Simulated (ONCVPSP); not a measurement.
**Re (Z = 75): excitation energies, all-electron against ONCV**

```json
{
  "Element": "rhenium",
  "Generator": "ONCVPSP 4.0.1",
  "Type": "optimised norm-conserving Vanderbilt (ONCV)",
  "Functional": "PBE",
  "Relativity": "fully relativistic",
  "Frozen core": "[Kr] 4d10 4f14",
  "Valence charge": "15",
  "Reference configuration": "5s2 5p6 5d5 6s1.5 (charge +0.5)",
  "Partial waves": "5s+6s: rc 1.85 bohr, ncon 4, nbas 8, qcut 7.2 1/bohr, 3 projectors, debl 0.8 Ha; 5p: rc 1.15 bohr, ncon 5, nbas 8, qcut 7.7 1/bohr, 2 projectors, debl 2.2 Ha; 5d: rc 2.40 bohr, ncon 5, nbas 9, qcut 5.5 1/bohr, 1 projector",
  "Local potential": "polynomial inside 0.95 bohr (lpopt 5, dvloc0 6 Ha)",
  "Core correction": "Teter function, fcfact 4.75, rcfact 1.35"
}
```

Open shells are filled in proportion to 2j + 1.

Energies are relative to the spin-unpolarised reference configuration 5s2 5p6 5d5 6s1.5; without spin polarisation the order of configurations can differ from experiment.

```csv
valence configuration,charge,ΔE all-electron (eV),error AE − PS (meV)
5s2 5p6 5d5 6s2,0,-3.785,-0.1
5s2 5p6 5d5 6s1,+1,5.470,-0.1
5s2 5p6 5d5 6s0,+2,21.795,-2.0
5s2 5p6 5d4 6s0,+3,48.915,-0.3
```
